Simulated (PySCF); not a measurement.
# Ionisation energy of Tm by level of theory

Tm [Xe] 4f13 6s2 [4f5/2^6 4f7/2^7, M_J = 7/2] → Tm⁺ [Xe] 4f13 6s1 [4f5/2^6 4f7/2^7 6s1/2^1, M_J = 4], as a difference of total energies. Computed with PySCF 2.14 in x2c-SVPall-2c with one added diffuse shell each of s, p, d, f type (8s11p10d4f1g, 128 functions), with the two-component X2C-1e Hamiltonian. Correlated levels: [Ar] 3d10 frozen; the 16 highest virtual spinors dropped. "Screened" scales the spin-orbit matrix elements by Boettger's factors to mimic the two-electron term; Breit and QED terms are absent.

```json
{"method": "GHF (spin-free)", "ionisation energy (eV)": "5.060"}
{"method": "GMP2 (spin-free)", "ionisation energy (eV)": "6.022"}
{"method": "GHF (screened spin-orbit)", "ionisation energy (eV)": "5.063"}
{"method": "GMP2 (screened spin-orbit)", "ionisation energy (eV)": "6.027"}
```

Problem. How much does correlation contribute at GMP2 (screened spin-orbit)?

Solution. 6.027 − (5.063) = 0.964 eV, measured against GHF (screened spin-orbit).

The spin-free rows relax to the high-spin LS determinant and lack the spin-orbit shift.

Errors of the correlated levels include the incompleteness of this basis and the frozen core.

The labels give the starting determinants; with spin-orbit coupling the two ends relaxed to ⟨J²⟩ = 15.76, ⟨L²⟩ = 12.11, ⟨S²⟩ = 0.85 and ⟨J²⟩ = 20.01, ⟨L²⟩ = 12.11, ⟨S²⟩ = 2.10.

MP2 underrates the near-degeneracy of ns² with np² in the lower species.

For comparison: 6.184 eV (measured; NIST Atomic Spectra Database, ionization energies).
